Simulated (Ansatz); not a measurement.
Stepwise reaction of `[NH2][Ga]([Br])[Br]` with ammonia, as a gas-phase model of exchange steps in deposition or etching. ΔE in kJ/mol; ΔG adds harmonic PBE0-D4 terms to CCSD(T)/CBS, at 1 bar.

Isolated molecules relaxed with PBE0-D4/def2-TZVP in Ansatz; ΔE leaves out vibrations. CCSD(T)/CBS is the MP2 limit (def2-TZVPP, def2-QZVPP) plus CCSD(T) − MP2 in def2-TZVPP, frozen cores. This one scheme is used for every species. DFT in def2-TZVPP. B3LYP here is the variant with VWN-RPA as its local correlation; programs differ in this. For Br, Ga outer-core shells are correlated without core-valence functions, which leaves a few kJ/mol of doubt a bond. Scalar relativity is left out up to krypton. One conformer a species, not always the lowest.

```
step                                                      reaction  PBE-D4  B3LYP-D4  ωB97M-V  CCSD(T)/CBS  ΔG(600 K)
   2  `[NH2][Ga]([NH2])[Br]` + NH₃ → `[NH2][Ga]([NH2])[NH2]` + HBr   108.5     109.0    109.2        104.0       89.6
```

**Question.** Give the row of step 1, `[NH2][Ga]([Br])[Br]` + NH₃ → `[NH2][Ga]([NH2])[Br]` + HBr. (Best estimate.)

**Answer.** Ansatz gave: 
```tsv
step	reaction	PBE-D4	B3LYP-D4	ωB97M-V	CCSD(T)/CBS	ΔG(600 K)
1	`[NH2][Ga]([Br])[Br]` + NH₃ → `[NH2][Ga]([NH2])[Br]` + HBr	93.6	94.2	93.1	89.8	86.9
```

**Question.** By hand: ΔE of the 2 steps together at CCSD(T)/CBS.

**Answer.** (89.8) + (104.0) = 193.8 kJ/mol, or 96.9 kJ/mol a step.

In ΔE each step is higher than the one before. All are uphill at CCSD(T)/CBS. ΔG lies between 86.9 and 89.6 kJ/mol a step. PBE-D4 differs from CCSD(T)/CBS by 3.8 to 4.5 kJ/mol a step. Isolated molecules leave out the surface, adducts and barriers. Largest T1 diagnostic: 0.012.
